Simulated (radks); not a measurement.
Ionisation ladder of antimony, from Sb XLV to Sb LI. Each ion is in the ground configuration listed by NIST, and IE = E(next ion) - E(this ion), with E = 0 for the bare nucleus. Calculated with a radial shooting solver on a logarithmic mesh with Libxc functionals: scalar-relativistic Kohn-Sham, r2SCAN, spin-polarised, spherical densities, finite nucleus; open shells are filled with parallel spins first (spin-orbit coupling, left out, can overturn this in heavy ions); meta-GGA in the generalised Kohn-Sham scheme; Fermi nuclear charge, rms radius 4.6802 fm.

species    configuration  E (hartree)  IE, Delta-SCF (eV)  IE, NIST (eV)    kind  error (eV)
Sb XLV      [He] 2s2 2p3  -4147.09500              7521.8           7390  theory      +131.8
Sb XLVI     [He] 2s2 2p2  -3870.67436              7736.2           7887  theory      -150.8
Sb XLVII    [He] 2s2 2p1  -3586.37405              7944.7           8140  theory      -195.3
Sb XLVIII       [He] 2s2  -3294.41296              8464.1           8455  theory        +9.1
Sb XLIX         [He] 2s1  -2983.36437              8677.0         8669.5  theory        +7.5
Sb L                [He]  -2664.49046               35797        35710.0  theory       +86.6
Sb LI                1s1  -1348.98710               36708        36668.2  theory       +39.6

Reference values: NIST Atomic Spectra Database (exp. = measured, semi-emp. = semi-empirical, theory = theoretical value adopted there). The ionisation energy per charge of the ion left behind rises most, in proportion, at Sb L ([He]), from 177.08 to 715.93 eV. Open shells are spherical and high-spin; term and fine-structure splittings are not resolved. Spin-orbit splitting is averaged out at the scalar-relativistic level.
